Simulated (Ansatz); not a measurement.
Steps of a relaxation of CH3O2Sb, SMILES `[OH][Sb]1[CH2][O]1` with RKS PBE0-D4/def2-TZVP.

```sh
$ ansatz run in.yaml --threads 2 --pin off --events-out ev --progress --plain --max-ram 4352MiB
```

```yaml
crystal:
  periodic: [false, false, false]
  atoms:
    - {symbol: O, position_ang: [-1.791971, 0.697995, -0.960309]}
    - {symbol: Sb, position_ang: [-0.426831, -0.767729, -1.193409]}
    - {symbol: C, position_ang: [0.918939, -0.299087, 0.467632]}
    - {symbol: O, position_ang: [-0.033971, -1.241775, 0.818172]}
    - {symbol: H, position_ang: [-1.395197, 1.455095, -0.485607]}
    - {symbol: H, position_ang: [0.811754, 0.722648, 0.901995]}
    - {symbol: H, position_ang: [1.978577, -0.635147, 0.405725]}
basis:
  gaussian: {orbitals: def2-TZVP}
hamiltonian: {xc: pbe0, dispersion: d4}
relax: {f_tol: 0.005, max_steps: 150}
```

Positions (Å) and forces (eV/Å) along the path, 11 of 11 steps:

```xyz
7
step=1 energy=-11713.8890 eV
O    -1.792    0.698   -0.960    1.106   -0.158    0.282
Sb   -0.427   -0.768   -1.193   -0.162    0.651    1.396
C     0.919   -0.299    0.468   -0.033    0.103   -0.185
O    -0.034   -1.242    0.818    0.161    0.540   -0.918
H    -1.395    1.455   -0.486   -0.361   -0.592   -0.364
H     0.812    0.723    0.902   -0.033   -0.645   -0.231
H     1.979   -0.635    0.406   -0.677    0.102    0.020
7
step=2 energy=-11714.0014 eV
O    -1.726    0.673   -0.942    0.234    0.165    0.134
Sb   -0.408   -0.762   -1.164   -0.082   -0.069    0.139
C     0.893   -0.280    0.442    0.407    0.318   -0.066
O    -0.060   -1.211    0.795   -0.178   -0.090   -0.122
H    -1.356    1.412   -0.440   -0.191   -0.166   -0.119
H     0.783    0.727    0.872    0.014   -0.206   -0.040
H     1.934   -0.627    0.391   -0.202    0.048    0.073
7
step=3 energy=-11714.0106 eV
O    -1.719    0.678   -0.968    0.130    0.158    0.107
Sb   -0.406   -0.760   -1.168    0.011   -0.048    0.018
C     0.909   -0.275    0.428    0.257    0.196   -0.039
O    -0.073   -1.180    0.783   -0.219   -0.191    0.063
H    -1.403    1.393   -0.403   -0.110   -0.124   -0.097
H     0.817    0.728    0.853   -0.024    0.004   -0.001
H     1.935   -0.652    0.428   -0.045    0.005   -0.051
7
step=4 energy=-11714.0145 eV
O    -1.693    0.692   -0.994    0.052    0.148    0.128
Sb   -0.405   -0.770   -1.162    0.022    0.021   -0.019
C     0.910   -0.271    0.426    0.107    0.041   -0.090
O    -0.083   -1.174    0.788   -0.091   -0.076    0.088
H    -1.420    1.376   -0.370   -0.069   -0.148   -0.127
H     0.821    0.733    0.845   -0.027    0.035    0.017
H     1.931   -0.654    0.421    0.005   -0.022    0.003
7
step=5 energy=-11714.0159 eV
O    -1.687    0.699   -1.009    0.040    0.070    0.069
Sb   -0.398   -0.765   -1.164   -0.001   -0.008    0.001
C     0.916   -0.270    0.424   -0.004    0.015   -0.034
O    -0.093   -1.161    0.791    0.005    0.004    0.008
H    -1.445    1.359   -0.350   -0.032   -0.069   -0.064
H     0.836    0.738    0.835   -0.010    0.004    0.015
H     1.932   -0.668    0.427    0.004   -0.016    0.006
7
step=6 energy=-11714.0135 eV rejected
O    -1.657    0.715   -1.021   -0.087   -0.101   -0.100
Sb   -0.406   -0.781   -1.164    0.034    0.082    0.073
C     0.910   -0.262    0.410    0.073   -0.071    0.066
O    -0.093   -1.153    0.795   -0.121   -0.053   -0.040
H    -1.442    1.336   -0.323    0.040    0.062    0.077
H     0.825    0.742    0.831    0.030    0.046   -0.060
H     1.924   -0.665    0.426    0.029    0.034   -0.017
7
step=7 energy=-11714.0163 eV
O    -1.678    0.704   -1.016    0.005    0.011    0.009
Sb   -0.397   -0.766   -1.164    0.000    0.000    0.003
C     0.917   -0.268    0.420   -0.002   -0.003    0.003
O    -0.096   -1.154    0.792   -0.002    0.001   -0.005
H    -1.452    1.348   -0.338   -0.006   -0.012   -0.009
H     0.838    0.741    0.831    0.003    0.003   -0.002
H     1.930   -0.672    0.430    0.002    0.000    0.000
7
step=8 energy=-11714.0164 eV
O    -1.675    0.707   -1.020    0.000    0.005    0.003
Sb   -0.396   -0.766   -1.165    0.000    0.000    0.000
C     0.918   -0.268    0.419   -0.004   -0.002    0.005
O    -0.099   -1.150    0.793   -0.001    0.000   -0.002
H    -1.457    1.342   -0.332   -0.002   -0.005   -0.003
H     0.841    0.742    0.828    0.004    0.000   -0.003
H     1.930   -0.675    0.432    0.001    0.003    0.000
7
step=9 energy=-11714.0163 eV rejected
O    -1.675    0.708   -1.023    0.009   -0.006    0.001
Sb   -0.396   -0.765   -1.166    0.011    0.007    0.007
C     0.919   -0.268    0.421   -0.011   -0.001   -0.032
O    -0.101   -1.148    0.792    0.010    0.012    0.014
H    -1.462    1.339   -0.329   -0.002    0.003    0.002
H     0.846    0.744    0.826   -0.010   -0.011    0.007
H     1.930   -0.677    0.434   -0.008   -0.004    0.002
7
step=10 energy=-11714.0164 eV
O    -1.674    0.707   -1.021    0.000    0.001    0.000
Sb   -0.396   -0.766   -1.165    0.000    0.000   -0.001
C     0.918   -0.268    0.419   -0.001    0.000    0.000
O    -0.100   -1.149    0.793    0.000    0.001    0.001
H    -1.459    1.340   -0.330   -0.001   -0.002    0.000
H     0.843    0.743    0.827    0.001   -0.001   -0.001
H     1.930   -0.676    0.433    0.000    0.001    0.000
7
step=11 energy=-11714.0164 eV
O    -1.672    0.709   -1.024    0.001    0.003    0.002
Sb   -0.395   -0.766   -1.166    0.000    0.000    0.001
C     0.918   -0.268    0.419    0.000    0.000    0.000
O    -0.102   -1.146    0.793    0.001    0.001    0.000
H    -1.463    1.336   -0.325   -0.001   -0.003   -0.003
H     0.845    0.744    0.824    0.000   -0.001    0.000
H     1.929   -0.678    0.434   -0.001    0.000    0.000
```

It took 43 s on 2 threads of an Arm Neoverse V1 on a shared host, with 0.33 GiB of host memory at the peak.
